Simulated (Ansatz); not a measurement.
Ge3Se4, relaxed as a singlet with RKS PBE-D4/def2-SVP in Ansatz, starting from the GFN2-xTB geometry. Force threshold 0.02 eV/Å.

Another isomer (singlet) lies 0.46 eV lower at PBE0-D4/def2-TZVP; other spin states weren't run for this one.

Start:

```xyz
7

Ge   -0.2201    0.7962   -1.6551
Ge   -1.6377   -0.8045    0.3578
Ge    1.7142    1.0400    1.9940
Se    2.3236   -1.0027    0.8383
Se   -0.3752    1.5830    0.9960
Se   -2.4584   -0.0794   -1.7852
Se    0.6537   -1.5326   -0.7459
```

```tsv
step	energy (eV)	largest force component (eV/Å)	SCF passes
1	-430842.5350	0.609	21
2	-430842.5418	0.495	27
3	-430842.6282	0.256	22
4	-430842.6353	0.089	23
5	-430842.6445	0.059	22
6	-430842.6469	0.036	22
7	-430842.6473	0.025	24
8	-430842.6473	0.007	24
```

Force components are those of the run's own axes.

End:

Cartesian coordinates in Å:
```
Ge -0.1559 0.8878 -1.6297
Ge -1.6269 -0.7722 0.4766
Ge 1.6997 0.9886 1.9647
Se 2.3104 -1.0309 0.8001
Se -0.3993 1.6089 0.9898
Se -2.3388 -0.2389 -1.8211
Se 0.5108 -1.4434 -0.7803
```

By distances, no bond broke or formed. The bond that changes most is Ge1–Ge2, from 2.94 to 3.06 Å (atoms count from 1).

No frequencies were taken in this run, so the end may be a saddle point.

Run time 30 s (4 threads of Intel Xeon Platinum 8175M on a shared host), peak host memory 0.55 GiB.
